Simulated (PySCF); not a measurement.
Species: [SbCl6]- (charge -1).
Bonds: Sb1–Cl2, Sb1–Cl3, Sb1–Cl4, Sb1–Cl5, Sb1–Cl6, Sb1–Cl7.

Method: PySCF, PBE0-D3(BJ)/def2-SVP geometry optimisation, gas phase, def2 core potentials past Kr; density fitting, grid level 1; the optimiser is geomeTRIC in internal coordinates, started from a GFN2-xTB structure with every atom displaced at random (about 0.03 Å).

Step 0: E = -81632.9959 eV
```
atom  x, y, z in Å  |  force x, y, z in eV/Å
Sb1     0.0620   -0.0798    0.0136   -0.698   1.883  -0.655
Cl2    -0.0387   -0.0224    2.4139    0.144  -0.086  -0.158
Cl3    -0.0393    0.0061   -2.4446    0.246  -0.121   0.648
Cl4     2.5191    0.0162    0.0100   -0.782  -0.118   0.008
Cl5    -2.4280   -0.0251   -0.0534    0.825  -0.121   0.112
Cl6    -0.0186    2.4307    0.0025    0.153  -0.980   0.037
Cl7     0.0354   -2.4278   -0.0105    0.113  -0.457   0.008
```

Q: Estimate the geometry and energy of step 1. (The exact step hangs on the optimiser's Hessian estimate; all steps are aligned on step 0, rigid shifts and turns removed.)

A: E = -81633.1805 eV, largest force 0.589 eV/Å
```
atom  x, y, z in Å  |  force x, y, z in eV/Å
Sb1     0.0324   -0.0403    0.0019   -0.396   0.399  -0.176
Cl2    -0.0293   -0.0122    2.3890    0.072  -0.082   0.137
Cl3    -0.0065    0.0145   -2.3913    0.107  -0.101  -0.135
Cl4     2.4101    0.0349   -0.0104    0.239  -0.125   0.047
Cl5    -2.3680   -0.0335   -0.0498   -0.068  -0.058   0.079
Cl6     0.0143    2.3591    0.0032   -0.016   0.106   0.035
Cl7     0.0388   -2.4245   -0.0111    0.060  -0.140   0.013
```

The energy changes by -0.1847 eV. The first-order estimate −F·Δx gives -0.3568 eV and the mean of the old and new forces, exact on a quadratic surface, -0.1686 eV. The step makes an angle of 41° with the force vector and moves no atom by more than 0.112 Å.

What follows is the cost of the whole optimisation. Time: 51 s wall; peak memory 0.61 GiB. Hardware: Intel Xeon 6975P-C, one thread, on a shared host.
